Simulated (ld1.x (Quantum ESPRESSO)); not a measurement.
# Sb (Z = 51): TM pseudisation with LDA (PZ), scalar-relativistic reference atom.

- Element: antimony (Sb)
- Generator: ld1.x (Quantum ESPRESSO) 7.5
- Type: norm-conserving Troullier–Martins (Kleinman–Bylander form)
- Functional: LDA (PZ)
- Relativity: scalar-relativistic
- Frozen core: [Ar] 3d10 4s2
- Valence charge: 21
- Reference configuration: 4p6 4d10 5s2 5p3
- Partial waves: 5s (bound): rc 1.50 bohr; 4d (bound): rc 1.60 bohr; 4p (bound): rc 1.15 bohr
- Local potential: the p channel
- Core correction: none

Occupied shells without a wave of their own: 5p. They enter only through the test configuration that unscreens the potential.

All-electron outer shells of the reference configuration (LDA (PZ), scalar-relativistic, ld1.x):

```
shell  level (eV)  outermost node (bohr)  outermost maximum (bohr)
   3d     -516.13                      –                      0.24
   4s     -148.49                   0.39                      0.73
   4p     -101.60                   0.39                      0.76
   4d      -33.55                   0.38                      0.84
   5s      -13.09                   0.95                      1.88
   5p       -5.00                   1.04                      2.32
```

(1) Estimate the cutoffs (Ry, on a coarse ladder) from which the occupation-weighted sum of valence levels, in a spherical-Bessel basis at the reference potential, stays within 10 and 1 mRy of its value at 400 Ry.

(2) What does a ghost test show?

(3) Tests: 4p6 4d10 5s2 5p2; 4p6 4d10 5s2 5p1; 4p6 4d10 5s2 5p0; 4p6 4d10 5s2 5p3.3; 4p6 4d10 5s1 5p3; 4p6 4d10 5s1 5p0; 4p6 4d10 5s1 5p4. Which has the largest error in its energy relative to the reference configuration, and how large is it?

## Answers

(1) 110 Ry and 180 Ry.

(2) Ghost state, extra bound levels that the all-electron valence spectrum of the same l lacks: s at -61.2 eV. A true bound ghost makes a file unfit for plane-wave use.

(3) 4p6 4d10 5s1 5p0, with -1749 meV (all-electron minus pseudo) on +94.38 eV.
